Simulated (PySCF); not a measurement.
C5H9N, SMILES C=C(C)/N=C/C. Geometry optimised at B3LYP-D3(BJ)/def2-SVP. The structure was generated by enumeration; whether it is a known compound was not checked. One conformer was computed; it need not be the lowest.

Level of theory: B3LYP-D3(BJ)/def2-SVP in PySCF.

Harmonic wavenumbers (cm⁻¹): 112, 169, 180, 202, 223, 366, 477, 521, 569, 734, 859, 869, 892, 928, 1005, 1023, 1059, 1087, 1147, 1291, 1364, 1384, 1410, 1416, 1442, 1445, 1450, 1463, 1691, 1766, 2991, 3023, 3027, 3087, 3095, 3142, 3149, 3150, 3248. Rotational constants (GHz): 8.049, 2.020, 1.700; symmetry number 1.

### Question
Work out the zero-point energy and the ideal-gas rigid-rotor harmonic-oscillator thermochemistry at 298.15 K and 1 atm.

### Answer
ZPE = ½ Σ hcν = ½ × 56455 cm⁻¹ = 337.67 kJ/mol. H − E(el) = 359.45 kJ/mol. Entropy in J/(mol K): translation 163.88, rotation 112.36, vibration 68.58, total 344.82. G − E(el) = 256.64 kJ/mol. Cp = 116.53 J/(mol K). Modes under 150 cm⁻¹ make the vibrational entropy uncertain.
